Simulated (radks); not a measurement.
Question: These are the eigenvalues of the occupied orbitals of an atom or ion with whole-number occupations (hartree). All-electron calculation, scalar-relativistic Kohn-Sham, PBE, spin-unpolarised, spherical densities, finite nucleus; Fermi nuclear charge, rms radius of each element as measured or else 0.836 A^(1/3) + 0.57 fm. Program: a radial shooting solver on a logarithmic mesh with Libxc functionals.

1s: -847.4074
2s: -123.5203
2p: -110.7815
3s: -22.71125
3p: -18.52269
3d: -11.82525
4s: -3.80179
4p: -2.61819
4d: -0.94602

Which element is it, and in what charge state? The configuration may be excited.

Answer: Z = 45, rhodium, charge +2: Rh2+ in [Kr] 4d7. The list shows which subshells hold electrons but not how many an open one holds; the 1s level, -847.41 hartree, gives Z - s = 41.2 by -(Z - s)^2/2, which with screening and relativity narrows Z to a few neighbours, and the depths of the outer levels then fix element, charge and occupations together.
